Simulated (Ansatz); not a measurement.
The lowest singlet and triplet of PH (SMILES [PH]); geometries from B3LYP-D3(BJ)/def2-TZVP, each state relaxed from the structure named, with no frequency check, low spin by broken symmetry.
Singlet (charge 0, multiplicity 1):
```xyz
2

P      0.00000     0.00000    -0.08930
H      0.00000     0.00000     1.33956
```
Triplet (charge 0, multiplicity 3):
```xyz
2

P      0.00000     0.00000    -0.08928
H      0.00000     0.00000     1.33925
```

```
level                                       gap E(singlet) − E(triplet), adiabatic (kJ/mol)  cost
------------------------------------------  -----------------------------------------------  ----
R-HF/cc-pV(D+d)Z                                                                      199.3     -
R-HF/cc-pV(T+d)Z                                                                      195.2     -
R-HF/cc-pV(Q+d)Z                                                                      193.8     -
U-SVWN5/def2-TZVPP (spin-contaminated)                                                 39.0    ×1
R-PBE/def2-TZVPP                                                                      146.1    ×1
U-B3LYP/def2-TZVPP (spin-contaminated)                                                 27.5    ×2
R-PBE0/def2-TZVPP                                                                     152.8  ×0.7
U-BHLYP/def2-TZVPP (spin-contaminated)                                                 27.1    ×1
U-wB97M-V/def2-TZVPP (spin-contaminated)                                               40.5    ×4
R-MP2/cc-pV(T+d)Z                                                                     148.1     -
R-SCS-MP2/cc-pV(T+d)Z                                                                 130.3     -
R-SCS-MP2/cc-pV(Q+d)Z                                                                 122.5     -
R-CCSD/cc-pV(T+d)Z                                                                    126.5     -
R-CCSDT(Q)/cc-pV(Q+d)Z                                                                 92.8  ×200
SA-CASSCF(6,5)/cc-pV(D+d)Z                                                            133.9     -
SA-CASSCF(6,5)/cc-pV(T+d)Z                                                            124.1     -
SA-CASSCF(6,5)/cc-pV(Q+d)Z                                                            122.0     -
SC-NEVPT2 on SA-CASSCF(6,5)/cc-pV(D+d)Z                                               119.3     -
SC-NEVPT2 on SA-CASSCF(6,5)/cc-pV(T+d)Z                                               103.0     -
FIC-MRCISD+Q on SA-CASSCF(6,5)/cc-pV(Q+d)Z                                             91.2     -
```

The rows run from 27.1 (U-BHLYP/def2-TZVPP (spin-contaminated)) to 199.3 kJ/mol (R-HF/cc-pV(D+d)Z).

A positive gap puts the triplet lower; no zero-point energy. R- takes a restricted singlet, here one determinant of a half-filled degenerate or near-degenerate pair, which mixes singlet states. U- takes an unrestricted singlet (broken symmetry where lower, unprojected). The triplet is unrestricted in single-reference levels. Active spaces average the two states.

Cores are frozen in the correlated methods.

Doubts at one or more of the structures used: a restricted determinant that unrestricted orbitals would lower (R-HF/cc-pV(D+d)Z, R-HF/cc-pV(T+d)Z, R-HF/cc-pV(Q+d)Z, R-PBE/def2-TZVPP, R-PBE0/def2-TZVPP, R-MP2/cc-pV(T+d)Z, R-SCS-MP2/cc-pV(T+d)Z, R-SCS-MP2/cc-pV(Q+d)Z, R-CCSD/cc-pV(T+d)Z, R-CCSDT(Q)/cc-pV(Q+d)Z); other coupled-cluster roots lie near (R-CCSDT(Q)/cc-pV(Q+d)Z).

Codes used: Ansatz (Gaussian basis) for Hartree–Fock, density functionals and correlated methods. 

Costs are rough ratios of core time to R-PBE/def2-TZVPP (about 1.5 s over the structures, on one shared machine); a dash marks a level with no comparable run of its own.

Ansatz is an electronic-structure program.
